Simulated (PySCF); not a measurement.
Molecule: `C#CC(=C)/C=C/F`, C6H5F.

Atom-mapped SMILES (the numbers label the heavy atoms): `[CH:1]#[C:2][C:3](=[CH2:4])/[CH:5]=[CH:6]/[F:7]`. Hydrogens are named by the atom that carries them. Ha(C4) is cis to C2; Hb(C4) is trans to C2.

Spin–spin couplings on one PBE0-D3(BJ)/def2-SVP geometry, PySCF 2.14.0 with density-fitted response routines, gas phase, non-relativistic, equivalent pairs averaged (spin–dipole term only in couplings to heteroatoms); isotopes 13C, 19F, 1H; basis pcJ-1.

Question: How do the couplings (Hz) change with the functional? Times are CPU seconds on 1 thread of an Arm Neoverse V1, shared host.

Answer: 
```
functional  functions  1J(C6,F7)  1J(C1,H(C1))  1J(C1,C2)  1J(C6,H(C6))  1J(C4,Ha(C4))  1J(C4,Hb(C4))  1J(C5,H(C5))  core-s
       LDA        239     -357.3         219.2      173.5         161.2          135.5          131.5         127.2      22
       PBE        239     -371.1         254.2      185.6         189.3          160.3          155.5         150.8      31
       KT2        239     -377.3         280.3      169.8         204.1          172.5          166.2         160.8      33
      PBE0        239     -348.0         261.5      193.6         197.3          167.4          162.2         156.9      36
     B97-2        239     -330.9         251.1      193.3         189.2          160.6          155.9         149.7      34
 CAM-B3LYP        239     -338.3         271.5      198.6         205.7          174.0          168.7         163.2      51
``` Left out for a near triplet instability: BHandHLYP/pcJ-1, HF/pcJ-1.
